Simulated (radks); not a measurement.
Values are calculated unless marked as measured or tabulated.
Charge is removed step by step from the 2p down level of the selenium ion Se17+, starting from [He] 2s2 2p(up 3, down 3) 3s2 3p5. Level of theory: scalar-relativistic Kohn-Sham, PBE, spin-polarised, spherical densities, point nucleus; open shells are filled with parallel spins first (a radial shooting solver on a logarithmic mesh with Libxc functionals).

removed (e)  E - E(0) (eV)  eigenvalue (eV)  E minus straight line (eV)
0                    0.000          -2045.6                       0.000
0.1                 205.07          -2057.5                      -5.332
0.2                 411.32          -2069.3                      -9.483
0.3                 618.76          -2081.1                     -12.451
0.4                 827.37          -2093.0                     -14.234
0.5                 1037.2          -2104.8                     -14.832
0.6                 1248.2          -2116.7                     -14.243
0.7                 1460.3          -2128.6                     -12.467
0.8                 1673.7          -2140.5                      -9.501
0.9                 1888.3          -2152.4                      -5.346
1                   2104.0          -2164.3                       0.000

Removing the whole electron costs 2104.0 eV by Delta-SCF, against 2045.6 eV from minus the eigenvalue at the starting occupation. Slater's transition state (half an electron removed) gives 2104.8 eV. Integrating minus the eigenvalue over the occupation (Janak's theorem) gives 2104.9 eV. In this scalar-relativistic scheme the density is built from large components alone, so the theorem holds only approximately. The mean slope of the eigenvalue, de/dn, is 119 eV per electron.
